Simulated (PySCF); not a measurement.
C₈H₈, SMILES C=c1ccccc1=C.

Geometry: ωB97X-D3(BJ)/def2-SVP.

Two levels are set side by side: TDA-PBE/def2-SVPD (PySCF) and TDA-CAM-B3LYP/def2-SVPD (PySCF). Vertical, same geometry. The lowest singlet is HOMO→LUMO 87 % with PBE and HOMO→LUMO 95 % with the other functional; states are paired by order. Differences are taken from unrounded values.

| quantity | TDA-CAM-B3LYP |
|---|---|
| lowest singlet excitation (eV) | 3.71 |
| lowest triplet excitation (TDA) (eV) | 1.67 |
| first bright state (f over 0.05) (eV) | 3.71 |
| its oscillator strength | 0.21 |

Question: What does TDA-PBE give, and how far is it from TDA-CAM-B3LYP? (The exact figures need the calculation; the answer reports its results.)

Answer: 
```tsv
quantity	TDA-PBE	TDA-PBE minus TDA-CAM-B3LYP
lowest singlet excitation (eV)	3.35	-0.36
lowest triplet excitation (TDA) (eV)	1.58	-0.09
first bright state (f over 0.05) (eV)	3.35	-0.36
its oscillator strength	0.15	-0.06
```

Functionals without exact exchange tend to place singlet excitations lower, as here. Differences between two approximate levels are no errors against the true value.

Rough cost on one machine, each run with all the roots and properties that it gave: TDA-CAM-B3LYP against TDA-PBE about 3 times.
